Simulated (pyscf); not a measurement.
Optimised with ωB97X-D3(BJ)/def2-SVP in PySCF. Correlated levels are frozen-core, on RHF or UHF. ΔMP2 is the change of the MP2 total energy from the triple- to the quadruple-zeta basis. Singlets are restricted, triplets unrestricted.

Singlet (Å):
```xyz
4

O      1.6464    -0.6518     0.6634
Sn     0.8529     0.7027    -0.5656
H      0.9993    -1.2148     1.1053
H     -0.8382     0.1985    -0.2424
```

Triplet (Å):
```xyz
4

O      1.5274    -1.0201     0.4202
Sn     0.6238     0.6921    -0.0970
H      1.4734    -1.1541     1.3760
H     -0.9718     0.4874    -0.7658
```

Question: For these two minima of HO–SnH:, which spin state lies lower at CCSD(T)/def2-TZVPP + ΔMP2(QZVPP), and by how much (electronic energies)?

Answer: The singlet, by 193.8 kJ/mol. Zero-point energy shifts E(triplet) − E(singlet) by -1.9 kJ/mol. Other isomers of HO–SnH: [singlet] were not searched in full and may lie lower. 

E(triplet) − E(singlet) by level (kJ/mol):

| level | gap |
|---|---|
| ωB97X-D3(BJ)/def2-TZVP | +199.7 |
| PBE/def2-TZVP | +184.0 |
| r²SCAN/def2-TZVP | +169.3 |
| B3LYP-D3(BJ)/def2-TZVP | +195.0 |
| PBE0-D3(BJ)/def2-TZVP | +178.3 |
| M06-2X/def2-TZVP | +163.4 |
| ωB97M-D3(BJ)/def2-TZVP | +192.9 |
| HF/def2-TZVP | +127.7 |
| MP2/def2-QZVPP | +199.6 |
| CCSD/def2-TZVPP | +184.3 |
| CCSD(T)/def2-TZVPP | +186.4 |
| CCSD(T)/def2-TZVPP + ΔMP2(QZVPP) | +193.8 |

The triplet is the lowest one reached from the SCF start used. The CCSD(T) − MP2 part came from Ansatz, without density fitting, on the same reference. The frozen core leaves the outer d or s,p core shells of the metals and heavy elements correlated in the MP2 and CC values, and def2-TZVPP describes them poorly, which can shift differences by a few kcal/mol. Elements past Kr carry the def2 core potentials, without spin-orbit coupling.
